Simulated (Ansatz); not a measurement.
Cost and result up the ladder for Rb5H4 (9 atoms). The state is a doublet with charge 0. Geometry: B3LYP-D4/def2-SVP.

```xyz
9

Rb   -0.0235    0.1607    4.5457
Rb    3.2895   -2.3072    1.6305
Rb    1.6444   -1.3272   -3.1158
Rb   -3.3801    2.5192    1.8170
Rb   -2.4847    1.7054   -3.0923
H    -3.4604    2.4978   -0.7786
H     1.9407   -1.2764    3.6429
H     2.9143   -2.1498   -0.9592
H    -0.4402    0.1775   -3.6901
```

Ansatz on 4 threads of Arm Neoverse V1 on a shared host. Times are rough, and most runs start from the orbitals of an earlier one. ωB97X-V/def2-TZVP serves as the yardstick here, not as an exact answer. Differences are given only for rows in sets of like size (and for xTB, whose basis is part of the method), since another set adds its own error. Binding counts from free atoms at the same level (Rb doublet, H doublet; other spins of the atoms weren't run), without zero-point energy or a counterpoise term.

In the def2 sets Rb takes a core potential; there is no spin–orbit coupling. LC-ωPBE has ω = 0.4 bohr⁻¹. HSE06 is defined as in plane-wave codes, on full-range PBE exchange. Correlated methods freeze no core orbitals; core or outer-core shells of Rb are correlated, in sets that lack core-valence functions. The rows differ in basis, and correlated rows in double-zeta sets carry the largest basis error. Another isomer (doublet) lies 0.98 eV lower at PBE0-D4/def2-TZVP; other spin states weren't run for this one.

Correlated methods converge slowly with the basis, most of all in double-zeta sets.

| level | functions | binding energy per atom (eV) | difference from ωB97X-V/def2-TZVP (eV) |
| --- | --- | --- | --- |
| PBE-D4/def2-TZVP (with forces) | 189 | 1.19 | -0.09 |
| HSE06-D4/def2-TZVP | 189 | 1.18 | -0.10 |
| PBE0-D4/def2-TZVP | 189 | 1.19 | -0.10 |
| LC-ωPBE/def2-TZVP | 189 | 1.24 | -0.05 |
| r2SCAN-D4/def2-TZVP | 189 | 1.21 | -0.07 |
| PBE-D4/def2-SVP | 140 | 1.18 | – |
| CCSD(T)/def2-SVP | 140 | 1.05 | – |
| PBE0-D4/def2-SVP | 140 | 1.17 | – |
| MP2/def2-TZVP | 189 | 0.99 | -0.29 |
| ωB97X-V/def2-TZVP | 189 | 1.28 | 0.00 |

(1) Estimate how long each takes.

Answers

(1) MP2/def2-TZVP 4.8 s; PBE-D4/def2-SVP 5.5 s; PBE0-D4/def2-SVP 7.5 s; PBE-D4/def2-TZVP (with forces) 8.5 s; PBE0-D4/def2-TZVP 9 s; LC-ωPBE/def2-TZVP 9 s; HSE06-D4/def2-TZVP 10 s; r2SCAN-D4/def2-TZVP 19 s; ωB97X-V/def2-TZVP 35 s; CCSD(T)/def2-SVP 4.2 min. On shared hardware such times vary by a factor of up to 3.
